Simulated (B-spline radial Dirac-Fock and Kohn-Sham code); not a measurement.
**Auger decay of the N7 hole in Tl⁴⁺**

System: thallium as Tl⁴⁺ in the configuration [Xe] 4f14 5d9.

The computed values come from a B-spline atomic structure program: independent-particle radiative and Coulomb Auger rates from relativistic LDA hole-state orbitals, with Dirac-Fock energies. Kinetic energies are configuration averages from the vacuum level; the two-hole energies are estimated from single-hole states.

```
transition  kinetic energy (eV)  width (meV)  share (%)
   N7-O4O4                21.55         2.55        1.7
   N7-O4O5                24.16         61.5       41.3
   N7-O5O5                26.76         84.8       57.0
```

The listed channels hold 100 % of the non-radiative rate. Summed by principal shells, of 0.149 eV in all: NOO 100.0 %.
